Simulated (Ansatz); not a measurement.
Ideal-gas functions of `[OH][In]([Br])[Br]` at 298.15 K and 1 bar, from an Ansatz frequency run at PBE0-D4/def2-TZVP.

Molar mass 291.63 g/mol, point group Cs (symmetry number 1), electronic degeneracy 1, moments of inertia 209.069, 726.311, 935.38 u Å². Harmonic wavenumbers (cm⁻¹, unscaled): 62, 104, 107, 236, 286, 313, 621, 844, 3873.

Use S(trans) = R[1.5 ln M + 2.5 ln T − 1.1517]; rotational temperatures θ = 24.2544 K / I; S(rot) = R[ln(√π/σ · √(T³/θAθBθC)) + 1.5]; for each mode x = 1.438777 ν̃/T, S = R[x/(eˣ − 1) − ln(1 − e⁻ˣ)] and H = RT x/(eˣ − 1); 1 cm⁻¹ = 0.0119627 kJ/mol; R = 8.31446 J/(mol·K).

Q: By hand: the entropy, in J/(mol·K).

A: Translation 179.6. Rotation: θ = 0.116, 0.0334, 0.0259 K, giving 126.6. Vibration, mode by mode: 18.38, 14.13, 13.90, 7.67, 6.27, 5.63, 1.74, 0.73, 0.00, in all 68.4. Electronic 0.0. Sum 374.6 J/(mol·K).

Q: By hand: H − E and G − E in kJ/mol, counted from the electronic energy.

A: Zero-point energy ½ × 6446 × 0.0119627 = 38.6; thermal vibration 10.0; translation, rotation and pV give 4 RT = 9.9. H − E = 58.5 kJ/mol, and G − E = 58.5 − 298.15 × 374.6/1000 = -53.2 kJ/mol.

Vibration gives 18 % of the entropy, 46.4 J/(mol·K) of it from the modes under 150 cm⁻¹: soft modes count most, and the harmonic formula is weakest for them. The sum counts one conformer and one mirror image; others add a mixing term.
